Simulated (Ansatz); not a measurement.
**Two structures, one formula**

Two relaxed structures of SiHSeO, doublet (PBE0-D4/def2-TZVP; forces vanish, vibrations not checked).

A:

```
4
angstrom
O 0.8367 -0.8472 0.1291
Si -0.0276 0.3250 -0.6407
Se -1.0035 -1.1986 0.6332
H 0.1945 1.7208 -0.1216
```

B:

```csv
atom,x (Å),y (Å),z (Å)
O1,1.3102,-0.1912,-0.5222
Si2,-0.0585,-0.1284,0.1437
Se3,-1.1463,-2.0409,0.7606
H4,-2.2816,-1.2653,1.2808
```

Ansatz 0.2.0; basis: def2-TZVPP; cores frozen in the correlated methods; orbitals are unrestricted. Filled d shells of the heavier atoms are correlated. The def2 sets are not built for correlating such inner shells, so the correlated values are less sure here. B3LYP uses VWN-RPA correlation.

(1) Which structure is lower at CCSD(T), and by how much? (Judge from chemistry; the value comes from the calculation.)

The T1 diagnostic stays at or below 0.021. ⟨S²⟩ of the unrestricted Hartree–Fock references: 0.78 to 0.79 (a pure state has 0.75).

Results:

(1) By the calculation: B, by 1.386 eV (electronic energy, against the other). By their contacts, A is SiHSeO ([O]1[SiH][Se]1) and B is SiHSeO ([O][Si][SeH]).

All methods give the same order:

```csv
method,E(B) − E(A) (eV)
PBE-D4,-1.353
r2SCAN-D4,-1.363
PBE0-D4,-1.311
B3LYP-D4,-1.403
wB97M-V,-1.373
HF,-1.270
MP2,-1.450
CCSD,-1.366
CCSD(T),-1.386
```

Labels in which every atom is bracketed show which atoms are joined, not bond orders.

For scale, one of the runs: CCSD(T)/def2-TZVPP, 135 basis functions, launched by `ansatz run in.yaml --threads 2 --pin off --events-out ev --progress --plain --max-ram 4352MiB`. The run took 99 s on 2 CPU threads of an Arm Neoverse V1 (shared host), with 1.6 GiB of host memory at its peak.
